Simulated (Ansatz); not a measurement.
Input for Ansatz (a quantum-chemistry and plane-wave program): R-B2PLYP/def2-TZVPPD on N2 (SMILES N#N). Files ending in .json are basis or fitting sets from the Basis Set Exchange.

Ansatz 0.2 input:
```yaml
crystal:
  periodic: [false, false, false]
  atoms:
    - {symbol: N, position_ang: [0.47634349, -0.33808229, 2.94851102]}
    - {symbol: N, position_ang: [-0.23219679, 0.12894808, 3.63361178]}
basis:
  gaussian:
    orbitals: def2-TZVPPD.json
hamiltonian:
  xc: {name: B2PLYP}
magnetization: {spin_polarized: false}
correlation: {electrons: outside_noble_gas}
scf: {lower_state_search: off}
```

It printed:

```
WARN ansatz: RAYON_NUM_THREADS=2 ignored (pool sized by the plan → 2); use --threads N
Functional definition: B2PLYP
these checks for a lower state are left out or cut short: stability, starts, cluster_reference, orbital_swaps, neighbouring_geometries, increment
integrals: 0.02 GiB planned
478 factors; integrals over basis functions are off by at most 8.4e-4 eV
mean field: 0.14 GiB planned
mean field evaluation 1: about -2975.8617 eV, gradient 1.7e1 eV
mean field evaluation 2: about -2975.8639 eV, gradient 1.7e1 eV
mean field evaluation 4: about -2976.3600 eV, gradient 5.8e-1 eV
mean field evaluation 8: about -2976.3608 eV, gradient 4.0e-4 eV
mean field -2976.36081208 eV, -109.3792423943 hartree, gradient 1.9e-6 eV, S^2 0.000000; 0 other end points of the search recorded, 0 dependent functions left out
2 core orbitals not correlated
reference -2976.36090139 eV, -109.3792456762 hartree; 5, 5 occupied and 67, 67 virtual orbitals, 478 factors
second order -12.55310764 eV of doubles, -0.00000000 eV of singles
Total energy: -2979.75024045 eV, -109.5038015894 hartree
Checks for a lower state left out: stability, starts, cluster_reference, orbital_swaps, neighbouring_geometries, increment
```

The calculation finished and met its thresholds.

Cost: very roughly 0.3 core-seconds.
